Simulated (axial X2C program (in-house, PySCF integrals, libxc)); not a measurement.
**How long does KW take?**

A bond scan computed with an in-house relativistic program for diatomic molecules. Basis: W dyall-cv3z [13s14p9d7f4g], K dyall-cv3z [11s12p6d3f] (cores contracted in-house).

The run was started with this input:
```json
{
 "zs": [
  74,
  19
 ],
 "q": 0,
 "bas": [
  "dyall-cv3z",
  "dyall-cv3z"
 ],
 "levels": [
  "PBE0",
  "HF",
  "r2SCAN"
 ],
 "cc": true,
 "r0": 3.33,
 "thr": -1.0,
 "nmax": 90,
 "npts": 10,
 "nst": 2,
 "ntry": 6
}
```
```bash
python so2c.py task.json out
```

Keys: zs atomic numbers; q charge; bas basis sets; levels methods; cc coupled cluster on or off; r0 starting distance in Å; thr threshold in hartree for freezing inner shells (an s shell follows its p shell); nmax most natural virtual spinors; npts points on the curve; nst determinants followed; ntry starts of the search. HF also brings MP2.

Hardware: 1 thread of Arm Neoverse V1, with other jobs on the host.

Wall time of one point of each curve, integrals apart:

```csv
Hamiltonian,level,points,seconds a point
spin-free,PBE0,6,2
spin-free,HF,6,1.5
spin-free,r2SCAN,6,2.3
2c,PBE0,6,3.1
2c,HF,6,3.2
2c,r2SCAN,6,2.4
```

The rest:

Search with its distance optimisation 100 s, atoms 29 s, whole task 280 s. Coupled cluster runs on the points near the minimum only. The program drops outer points, and coupled cluster, when its time limit (not in the input) nears; MP2, further determinants and curves that did not converge are not in the table.
